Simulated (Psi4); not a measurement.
ClGa, triplet, geometry from GFN2-xTB (such geometries of metal compounds can be far from the true shape) (the spin is typed, not shown lowest), atoms displaced at random by about 0.02 Å a coordinate; B3LYP/pcseg-1 run with Psi4 1.11.

Psi4 was given this input:
```
memory 2 GB

molecule {
0 3
  Ga   -0.00627853    0.03771413   -0.79684814
  Cl    0.04185189    0.01946863    1.43335106
}

set basis pcseg-1
set reference uks
set opt_coordinates cartesian

optimize('b3lyp')
print_variables()
```

Output, abridged:

```
gradient() will perform analytic gradient computation.

   => Loading Basis Set <=

    Name: PCSEG-1
    Role: ORBITAL
    Keyword: BASIS

         ---------------------------------------------------------
                                   SCF
               by Justin Turney, Rob Parrish, Andy Simmonett
                          and Daniel G. A. Smith
                              UKS Reference
         ---------------------------------------------------------

  ==> Geometry <==

    Molecular point group: c2v
    Full point group: C_inf_v

    Geometry (in Angstrom), charge = 0, multiplicity = 3:

       Center              X                  Y                   Z               Mass
    ------------   -----------------  -----------------  -----------------  -----------------
         GA          -0.000000000000     0.000000000000    -0.750841778085    68.925573500000
         CL           0.000000000000     0.000000000000     1.479951333631    34.968852682000

  Running in c2v symmetry.

  Rotational constants: A = ************  B =      0.14602  C =      0.14602 [cm^-1]
  Rotational constants: A = ************  B =   4377.52955  C =   4377.52955 [MHz]
  Nuclear repulsion =  125.012215860998907

  Charge       = 0
  Multiplicity = 3
  Electrons    = 48
  Nalpha       = 25
  Nbeta        = 23

  ==> Algorithm <==

  SCF Algorithm Type is DF.
  DIIS enabled.
  MOM disabled.
  Fractional occupation disabled.
  Guess Type is SAD.
  Energy threshold   = 1.00e-08
  Density threshold  = 1.00e-08
  Integral threshold = 1.00e-12

  ==> Primary Basis <==

  Basis Set: PCSEG-1
    Blend: PCSEG-1
    Number of shells: 19
    Number of basis functions: 45
    Number of Cartesian functions: 48
    Spherical Harmonics?: true
    Max angular momentum: 2

  ==> DFT Potential <==

   => LibXC <=

    Version 7.1.2
    S. Lehtola, C. Steigemann, M. J. T. Oliveira, and M. A. L. Marques,  SoftwareX 7, 1–5 (2018) (10.1016/j.softx.2017.11.002)

   => Composite Functional: B3LYP <=

    B3LYP Hyb-GGA Exchange-Correlation Functional

    P. J. Stephens, F. J. Devlin, C. F. Chabalowski, and M. J. Frisch,  J. Phys. Chem. 98, 11623 (1994) (10.1021/j100096a001)

    Deriv               =              1
    GGA                 =           TRUE
    Meta                =          FALSE

    Exchange Hybrid     =           TRUE
    MP2 Hybrid          =          FALSE

   => Exchange Functionals <=

    0.0800   Slater exchange
    0.7200         Becke 88

[...]
  @DF-UKS Final Energy: -2384.82659965825042
    Total Energy =                      -2384.8265996582504158
  @DF-UKS Final Energy: -2384.82660109387780
    Total Energy =                      -2384.8266010938777981
  @DF-UKS Final Energy: -2384.82660874100247
    Total Energy =                      -2384.8266087410024738
[...]

	        --- Internal Coordinate Step in ANG or DEG, aJ/ANG or AJ/DEG ---
	-------------------------------------------------------------------------------
	           Coordinate      Previous         Force          Change          New
	           ----------      --------        ------          ------        ------
	                 X(1)       0.00000       -0.00000        0.00000       0.00000
	                 Y(1)      -0.00000        0.00000        0.00000      -0.00000
	                 Z(1)      -0.74851        0.00050        0.00020      -0.74831
	                 X(2)       0.00000        0.00000       -0.00000      -0.00000
	                 Y(2)       0.00000        0.00000        0.00000       0.00000
	                 Z(2)       1.47536       -0.00005        0.00007       1.47542
	-------------------------------------------------------------------------------

	                                 ==> Convergence Check <==

	Measures of convergence in internal coordinates in au.

	Criteria marked as inactive (o), active & met (*), and active & unmet ( ).

	----------------------------------------------------------------------------------------------
	   Step    Total Energy     Delta E     Max Force     RMS Force      Max Disp      RMS Disp
	----------------------------------------------------------------------------------------------
	  Convergence Criteria     1.00e-06 *    3.00e-04 *             o    1.20e-03 *             o
	----------------------------------------------------------------------------------------------
	     3   -2384.82660874   -7.65e-06      6.03e-05 *    2.48e-05 o    3.83e-04 *    1.65e-04 o  ~
	----------------------------------------------------------------------------------------------

Next Geometry in Ang
	Fragment 1 (Ang)

	   Ga   0.0000000000  -0.0000000000  -0.7483073632
	   Cl  -0.0000000000   0.0000000000   1.4754242312

    Final optimized geometry and variables:
    Molecular point group: c2v
    Full point group: C_inf_v

    Geometry (in Angstrom), charge = 0, multiplicity = 3:

    GA          -0.000000000000     0.000000000000    -0.748510078542
    CL           0.000000000000     0.000000000000     1.475355422816

  Variable Map:
  ----------------------------------------------------------------------------
[...]
  Array Variable Map:
  ----------------------------------------------------------------------------
[...]
Optimizer: Optimization complete!
```
